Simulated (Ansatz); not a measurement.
## Match the barriers

Saddle point of Si4H12O4, singlet (Si₄H₁₀O₃ ([SiH3][O][SiH]([O][SiH3])[O][SiH3]) + H₂O → Si₃H₈O₃ ([OH][SiH]([O][SiH3])[O][SiH3]) + SiH₄O ([OH][SiH3]); bonds formed: Si1–O10, O2–H9; bonds broken: Si1–O2, H9–O10), PBE0-D4/def2-TZVP structure:

```xyz
20
angstrom
Si -0.9023 0.2345 0.4314
O 0.0035 0.3957 -1.2304
Si 1.0837 -0.6521 -1.9221
O -0.1473 1.5596 1.0252
Si 1.0590 2.5565 0.5245
O -0.2052 -1.2435 0.6244
Si -0.3034 -2.5147 1.6588
H -1.9934 0.1243 1.4421
H -1.2035 0.6566 -1.5234
O -2.1436 0.5458 -0.8878
H 0.4549 -1.9655 -2.2139
H 1.5187 -0.0355 -3.2024
H 2.2574 -0.8339 -1.0368
H 2.2809 1.8002 0.1487
H 0.6162 3.3768 -0.6336
H 1.3768 3.4580 1.6595
H -0.5248 -3.7497 0.8653
H -1.4216 -2.3351 2.6202
H 0.9760 -2.6298 2.4025
H -2.7820 1.2515 -0.7524
```

Program: Ansatz 0.2.0. Basis: def2-TZVPP, with def2-QZVPP for the basis limit. Cores are frozen in the correlated methods. Extrapolation: Hartree–Fock as exp(−7.88 √X), correlation as X^−2.97. Four methods, as single points on the PBE0-D4 structures, gave these electronic barriers from the start structure: 0.758, 1.294, 1.452, 2.185 eV.

**Question.** The methods were, in alphabetical order, CCSD(T), HF, r2SCAN-D4, SPW92. Which gave which? (Judge from chemistry; the calculation decides.)

**Answer.** Computed: SPW92 0.758; r2SCAN-D4 1.294; CCSD(T) 1.452; HF 2.185 eV. For comparison, CCSD(T) at an estimated basis limit (MP2 extrapolated from triple and quadruple zeta, plus CCSD(T) − MP2 in triple zeta) gives 1.480 eV.

No T1 diagnostic of these runs exceeds 0.013.

Labels in which every atom is bracketed show which atoms are joined, not bond orders.

For scale, one of the runs: CCSD(T)/def2-TZVPP, 460 basis functions, launched by `ansatz run in.yaml --threads 4 --pin off --events-out ev --progress --plain --max-ram 63488MiB --backend cuda --devices 0, --max-vram 37GiB`. The run took 46 s on 4 CPU threads of an AMD EPYC 7R13 and a share of one NVIDIA H100 (shared host), with 1.3 GiB of host memory at its peak.
